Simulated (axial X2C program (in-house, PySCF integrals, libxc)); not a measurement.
## TbI⁺: the levels of the configuration f8 s1

Calculated with an axial X2C code built on PySCF integrals: two-component X2C with atomic mean-field Coulomb and Gaunt terms, basis Tb dyall-v3z, I dyall-v3z (cores contracted in-house). Orbitals come from Hartree–Fock averaged over the configuration Tb f8 s1; CI then distributes these electrons over the f, s shells of Tb.

R = 2.764 Å (near the minimum of the configuration average).

Lowest levels of this model:

```csv
Ω,energy (cm⁻¹),g∥,configuration
13/2,0,19.95,100% f8 s1
11/2,264,16.49,100% f8 s1
9/2,536,13.07,100% f8 s1
7/2,811,9.73,100% f8 s1
5/2,1079,6.52,100% f8 s1
3/2,1315,3.59,100% f8 s1
1/2,1468,1.10,100% f8 s1
11/2,2095,17.37,100% f8 s1
9/2,2291,13.64,100% f8 s1
7/2,2461,10.10,100% f8 s1
5/2,2587,6.87,100% f8 s1
3/2,2648,4.03,100% f8 s1
1/2,2650,1.37,100% f8 s1
1/2,3597,1.48,100% f8 s1
3/2,3665,4.43,100% f8 s1
5/2,3753,7.63,100% f8 s1
7/2,3822,11.26,100% f8 s1
9/2,3874,15.06,100% f8 s1
1/2,4329,1.99,100% f8 s1
11/2,4483,16.01,100% f8 s1
3/2,4503,5.50,100% f8 s1
9/2,4814,12.79,100% f8 s1
5/2,4834,9.06,100% f8 s1
7/2,5019,9.85,100% f8 s1
```

g∥ is the magnitude of 2⟨Lz + ge Sz⟩ for the +Ω component.

**Question.** From Ω and g∥ of the lowest level, whose 2⟨Lz + ge Sz⟩ is positive, find ⟨Sz⟩ and ⟨Lz⟩ (ge = 2.0023).

**Answer.** Ω = ⟨Lz⟩ + ⟨Sz⟩ = 13/2 and ⟨Lz⟩ + ge⟨Sz⟩ = 9.975, so ⟨Sz⟩ = 3.47 and ⟨Lz⟩ = 3.03.

Occupations of the active spinors in the lowest level by ω, shell by shell in order of energy: -7/2: 0.00; -5/2: 0.92 0.08; -3/2: 0.81 0.19; -1/2: 0.67 0.33 0.00; 1/2: 0.49 0.51 1.00; 3/2: 0.33 0.67; 5/2: 1.00 1.00; 7/2: 1.00. The leading determinant has weight 0.17 among 325.

This point took 7.5 s on 1 thread of Arm Neoverse N1, on a shared host.

There is no dynamic correlation: spin–orbit spacings and, for f shells, spacings inside one term are the most reliable numbers, splittings between terms come out too wide, and energies between configurations are not reliable, so the lowest level need not be the ground state of the molecule. At most 4 roots were kept for each Ω > 0 (twice that for Ω = 0) within 2.2 eV of the lowest, so higher up levels can be missing between those listed; levels with Ω > 0 are doubly degenerate and listed once, Ω = 0 levels singly.
